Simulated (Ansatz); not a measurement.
`CO[Si@@H](Cl)[Si@H](O)Cl`. The species carries charge 0 and has multiplicity 1. All single points use the PBE0-D4/def2-TZVP geometry. It is one conformer, not always the lowest.

```xyz
13

C     2.061    0.866    1.236
O     0.721    0.682    0.825
Si    0.267   -0.016   -0.576
Cl    0.842   -2.013   -0.616
Si   -2.071   -0.100   -0.664
O    -2.605   -1.394    0.180
Cl   -2.516   -0.264   -2.672
H     2.668    1.301    0.434
H     2.506   -0.086    1.539
H     2.063    1.546    2.088
H     0.962    0.613   -1.728
H    -2.800    1.073   -0.140
H    -2.100   -2.207    0.095
```

**Question.** What is the dipole moment at PBE/def2-TZVPP? (Estimate.)

**Answer.** Computed: 2.29 D, with components (1.93, 0.65, 1.05) D in this frame, pointing from negative to positive charge.

**Question.** And with r2SCAN, B3LYP, ωB97M-V? (Best estimate.)

**Answer.** Ansatz gave: r2SCAN 2.38 D, B3LYP 2.44 D, ωB97M-V 2.44 D.

**Question.** Give the Mulliken charges with PBE, B3LYP, ωB97M-V in def2-TZVPP. (Best estimate.)

**Answer.** The calculation gave: 
```json
{"atom": "C1", "PBE": "-0.15", "B3LYP": "-0.13", "ωB97M-V": "-0.19"}
{"atom": "O2", "PBE": "-0.29", "B3LYP": "-0.37", "ωB97M-V": "-0.35"}
{"atom": "Si3", "PBE": "0.40", "B3LYP": "0.48", "ωB97M-V": "0.39"}
{"atom": "Cl4", "PBE": "-0.24", "B3LYP": "-0.28", "ωB97M-V": "-0.24"}
{"atom": "Si5", "PBE": "0.45", "B3LYP": "0.53", "ωB97M-V": "0.44"}
{"atom": "O6", "PBE": "-0.33", "B3LYP": "-0.37", "ωB97M-V": "-0.36"}
{"atom": "Cl7", "PBE": "-0.22", "B3LYP": "-0.25", "ωB97M-V": "-0.21"}
{"atom": "H8", "PBE": "0.10", "B3LYP": "0.10", "ωB97M-V": "0.11"}
{"atom": "H9", "PBE": "0.11", "B3LYP": "0.11", "ωB97M-V": "0.13"}
{"atom": "H10", "PBE": "0.11", "B3LYP": "0.12", "ωB97M-V": "0.13"}
{"atom": "H11", "PBE": "-0.07", "B3LYP": "-0.08", "ωB97M-V": "-0.03"}
{"atom": "H12", "PBE": "-0.06", "B3LYP": "-0.07", "ωB97M-V": "-0.02"}
{"atom": "H13", "PBE": "0.19", "B3LYP": "0.19", "ωB97M-V": "0.19"}
```

B3LYP here is the variant with VWN-RPA as its local correlation; programs differ in this.
